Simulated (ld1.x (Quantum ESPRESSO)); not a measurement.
Values are calculated unless marked as measured or tabulated.
## Potentials for Ge compared

Generated with ld1.x 7.5 (TM, RRKJ, ultrasoft, PAW), atompaw 4.2 or ONCVPSP 4.0.1. The cutoff is in Ry: for ld1.x and atompaw files where the sum of valence levels is converged to 10 mRy in a Bessel basis, for ONCV files where the hardest occupied wave has 1 mHa per electron of residual kinetic energy. The error is the largest all-electron minus pseudo excitation energy over each file’s own four to seven test configurations (ionisations up to +4, promotions, holes and added fractions of an electron), all of which were solved. The labels leave out finer settings (local radius, basis sizes, second energies), which also bear on the numbers. Spin-polarised tests are not counted. The rows are a selection from randomly drawn settings: files with unsolved tests, undetermined cutoffs or missed reference levels are left out.

A true bound ghost makes a file unfit for plane-wave use even where its test errors are small: the radial tests pick states by their node count and pass the ghost by.

| potential | cutoff (Ry) | largest error (meV) | bound ghosts |
| --- | --- | --- | --- |
| TM, PW91, scalar-relativistic, rc 1.80/1.95 (sp), local smoothed, core correction no, reference 4s2 4p1 | 25 | +120 | none |
| TM, PBE, scalar-relativistic, rc 1.30/1.40 (sp), local s, core correction yes, reference 4s2 4p1 | 60 | -198 | p |
| TM, PBE, scalar-relativistic, rc 1.65/1.90 (sp), local s, core correction no, reference 4s1 4p3 | 18 | +52 | none |
| TM semilocal, PBEsol, scalar-relativistic, rc 1.40/2.35/1.30 (spd), local s, core correction no, reference 3d10 4s1.5 4p2.5 | 180 | -9.0 | none |
| TM semilocal, PBEsol, scalar-relativistic, rc 1.55/2.25/1.30 (spd), local p, core correction no, reference 3d10 4s2 4p2 | 180 | -351 | none |

(1) Fill in the row for Ge: ultrasoft, PBE, scalar-relativistic, rc 1.90/2.80 (sp), local smoothed, core correction no, reference 4s2 4p2.

(2) Fill in the row for Ge: PAW, Wu–Cohen, scalar-relativistic, rc 2.05/1.95/1.70 (spd), local smoothed, core correction yes, reference 4s1.75 4p2.25.

## Answers

(1) cutoff 8 Ry, largest error +192 meV, bound ghosts: none.

(2) cutoff 6 Ry, largest error -265 meV, bound ghosts: none.
